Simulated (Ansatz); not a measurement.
`[SiH3]S[CH2][GeH3]`. The species carries charge 0 and has multiplicity 1. Correlated methods include outer-core shells of Ge, which these sets cover unevenly. Scalar relativity is left out up to krypton.

Z-matrix (Å, degrees):
```
Si
S 1 2.127
H 1 1.484 2 106.9
H 1 1.488 2 110.7 3 120.1
H 1 1.488 2 110.7 3 -120.1
C 2 1.816 1 99.0 3 180.0
Ge 6 1.967 2 109.8 1 179.7
H 6 1.092 2 110.4 1 -60.3
H 6 1.092 2 110.4 1 59.9
H 7 1.535 6 109.4 2 60.0
H 7 1.535 6 109.4 2 -60.4
H 7 1.538 6 108.7 2 179.8
```

Question: Give the diagnostics of a CCSD(T)/def2-TZVPP run (frozen core, Ansatz 0.2.0). (An estimate is asked.)

Answer: Ansatz gave: T1 = 0.0113, largest single amplitude 0.014, largest double 0.022, (T) share of the correlation energy 3.8 %, 8 CCSD cycles. The RHF solution is stable towards an unrestricted one. T1 lies under the customary mark of 0.02 for closed shells.
